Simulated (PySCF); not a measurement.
Compound: C6H5F3O.
Geometry (GFN2-xTB, Å), atoms numbered from 1 in this order:
```xyz
15
C6H5F3O angstrom
O      0.5314    0.4490    2.3817
C     -0.0593    0.2686    1.3533
C     -1.4137   -0.2474    1.1482
C     -1.7373   -0.2470   -0.1440
C     -0.6475    0.2713   -1.0237
C      0.5061    0.5690   -0.0577
C      1.7032   -0.3279   -0.3291
F      2.1778   -0.1481   -1.5782
F      2.7245   -0.1087    0.4966
F      1.3908   -1.6301   -0.2399
H     -2.0253   -0.5657    1.9721
H     -2.6736   -0.5735   -0.5631
H     -0.9715    1.1681   -1.5551
H     -0.3736   -0.4699   -1.7784
H      0.8635    1.6005   -0.1047
```

Probes without a nucleus sit at each ring's centroid and 1 Å off its mean plane on both sides; NICS is minus the shielding there, NICSzz its component along the normal. Level: GIAO PBE0/pcSseg-1 (PySCF, non-relativistic, gas phase) on the GFN2-xTB geometry, one conformer.

Ring bond lengths (Å), with Mayer bond orders in brackets: C2–C3 1.464 (1.03), C3–C4 1.332 (1.74), C4–C5 1.493 (1.03), C5–C6 1.534 (0.97), C6–C2 1.550 (0.91).

Task: What do the NICS probes read (ppm)?

Result: 
| ring | type | NICS(0) | NICS(1), two faces | NICS(1)zz, two faces | rms pucker (Å) | centre to ring atoms, mean (Å) |
| --- | --- | --- | --- | --- | --- | --- |
| C2–C3–C4–C5–C6 | 5-membered carbocycle; formal bonds 1 double, 4 single | 1.1 | -3.0 / -3.3 | -4.5 / -5.4 | 0.02 | 1.25 |

Task: What do they say, and how far can they be read as aromaticity?

Result: 
- C2–C3–C4–C5–C6: mean NICS(1)zz -4.9 ppm, shielded. C5, C6 have four or more neighbours, so the value isn't read as a sign of a π ring current.

Task: What is the mean of the two in-plane components of NICS at the first NICS(1) probe listed for ring C2–C3–C4–C5–C6, 1 Å off the ring?

Result: The isotropic value is a third of the trace: (3 × -3.0 − (-4.5))/2 = -2.2 ppm.

Task: What are the shieldings of the ring atoms and their hydrogens in the same run (means over atoms taken as equivalent)?

Result: 
```tsv
atoms	environment	σ isotropic (ppm)
C2	ketone carbonyl carbon	-15.7
C3	alkene CH carbon	45.3
C4	alkene CH carbon	12.8
C5	allylic carbon	151.8
C6	sp3 carbon next to a carbonyl	135.3
H11	vinylic hydrogen	25.31
H12	vinylic hydrogen	23.66
H13	methylene hydrogen	28.72
H14	methylene hydrogen	28.74
H15	methine hydrogen	28.82
```
